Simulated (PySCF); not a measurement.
A structure optimised at r2SCAN-D4/def2-SVP, used in a PySCF frequency run:

```
C
H 1 1.1041
H 1 1.1053 2 107.08
C 1 1.4490 2 109.91 3 119.17
N 4 1.1636 3 151.03 1 176.18
Si 1 1.8994 2 108.77 3 -116.67
H 6 1.4849 1 109.90 2 -178.84
H 6 1.4874 7 111.48 1 119.49
Cl 6 2.0634 7 109.51 8 121.09
```
Charge 0, spin multiplicity 1.

Task: Write its SMILES and formula.

Result: N#CC[SiH2]Cl, C₂H₄ClNSi

Task: What are its rotational constants (standard atomic weights)?

Result: 5.1967, 1.8252, 1.4659 GHz
